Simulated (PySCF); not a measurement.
Species: C9H9NS.
Bonds: C1–S2, S2–C3, C3–C4 (aromatic), C4–C5 (aromatic), C5–C6, C5–C7 (aromatic), C7–C8 (aromatic), C8–C9, C9–N10 (triple), C8–C11 (aromatic), C3–C11 (aromatic). Hydrogens: H12, H13, H14 on C1; H15 on C4; H16, H17, H18 on C6; H19 on C7; H20 on C11.

NICS = −σ at a ghost point: NICS(0) at the centroid of the ring atoms, NICS(1) 1 Å to either side along the normal of their mean plane, zz for the tensor component along that normal. Level: GIAO PBE0/pcSseg-1 (PySCF, non-relativistic, gas phase) on the PBE0-D3(BJ)/def2-SVP geometry, one conformer.

Ring bond lengths (Å), with Mayer bond orders in brackets: C3–C4 1.400 (1.31), C4–C5 1.400 (1.40), C5–C7 1.395 (1.40), C7–C8 1.402 (1.34), C8–C11 1.397 (1.39), C11–C3 1.400 (1.36).

Task: Give the NICS values of each ring in ppm.

Result: 
| ring | type | NICS(0) | NICS(1), two faces | NICS(1)zz, two faces | rms pucker (Å) | centre to ring atoms, mean (Å) |
| --- | --- | --- | --- | --- | --- | --- |
| C3–C4–C5–C7–C8–C11 | 6-membered carbocycle; formal bonds all aromatic | -8.3 | -10.5 / -10.4 | -24.2 / -24.1 | 0.00 | 1.40 |

Task: What do they say, and how far can they be read as aromaticity?

Result: 
- C3–C4–C5–C7–C8–C11: mean NICS(1)zz -24.2 ppm, shielded. The ring is flat and has no four-coordinate atom; by the NICS criterion it is aromatic.

Task: How equal are the bonds by HOMA? HOMA = 1 − mean of α(R − Ropt)² over the ring bonds, with Krygowski's 1993 parameters (CC: Ropt 1.388 Å, α 257.7 Å⁻²).

Result: 
- C3–C4–C5–C7–C8–C11: HOMA 0.97 = 1 − EN − GEO, with mean bond length 1.399 Å, EN = α(Ropt − mean)² = 0.030 and GEO = α × variance = 0.001. The geometric and the magnetic index point the same way.

Task: List the ring angles and the Hirshfeld charges of the ring atoms.

Result: 
- C3–C4–C5–C7–C8–C11: C3 119.2° (-0.014 e), C4 121.5° (-0.058 e), C5 118.9° (+0.017 e), C7 120.0° (-0.046 e), C8 120.8° (+0.009 e), C11 119.6° (-0.050 e); sum 720.0° against 720° for a flat convex ring.

Task: What are the shieldings of the ring atoms and their hydrogens in the same run (means over atoms taken as equivalent)?

Result: 
| atoms | environment | σ isotropic (ppm) | principal values of the symmetric part, first atom (ppm) |
| --- | --- | --- | --- |
| C3 | substituted aromatic carbon | 35.4 | -49.3, 1.0, 154.4 |
| C4 | aromatic CH carbon | 55.3 | -44.2, 47.5, 162.6 |
| C5 | substituted aromatic carbon | 39.8 | -63.1, 8.6, 174.0 |
| C7 | aromatic CH carbon | 51.0 | -47.0, 40.1, 159.9 |
| C8 | substituted aromatic carbon | 66.3 | -36.9, 71.8, 163.9 |
| C11 | aromatic CH carbon | 51.5 | -46.6, 40.0, 161.2 |
| H15 | aromatic hydrogen | 24.55 | 19.4, 22.2, 32.0 |
| H19 | aromatic hydrogen | 24.08 | 20.2, 23.2, 28.9 |
| H20 | aromatic hydrogen | 23.92 | 19.3, 22.7, 29.7 |

Task: How do the values depend on the level or the medium?

Result: 
```csv
level,"NICS(0), C3–C4–C5–C7–C8–C11","mean NICS(1)zz, C3–C4–C5–C7–C8–C11"
"PBE0/pcSseg-1, gas",-8.3,-24.2
"wB97X-D/pcSseg-2, gas",-8.1,-24.6
```

The geometry is the same throughout.

Conformer computed: `[CH3:1][S:2][c:3]1[cH:4][c:5]([CH3:6])[cH:7][c:8]([C:9]#[N:10])[cH:11]1`: C1–S2–C3–C4 3°.
